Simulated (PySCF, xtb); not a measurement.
BeBrGeH₃, SMILES [Br][Be][GeH3].

Harmonic wavenumbers (cm⁻¹) from xtb with GFN2-xTB at its own minimum, in rising order: 124, 124, 209, 313, 314, 862, 923, 923, 929, 1995, 2041, 2042.

Q: What does ωB97X-D3(BJ)/def2-TZVP (PySCF 2.14.0) give at its own minimum? (An estimate is asked for; the answer gives what the named calculation found.)

A: 161, 161, 205, 457, 457, 822, 908, 908, 914, 2162, 2162, 2165. Paired by order, the mean absolute difference is 72 cm⁻¹ and the zero-point energies are 15.4 and 16.4 kcal/mol.
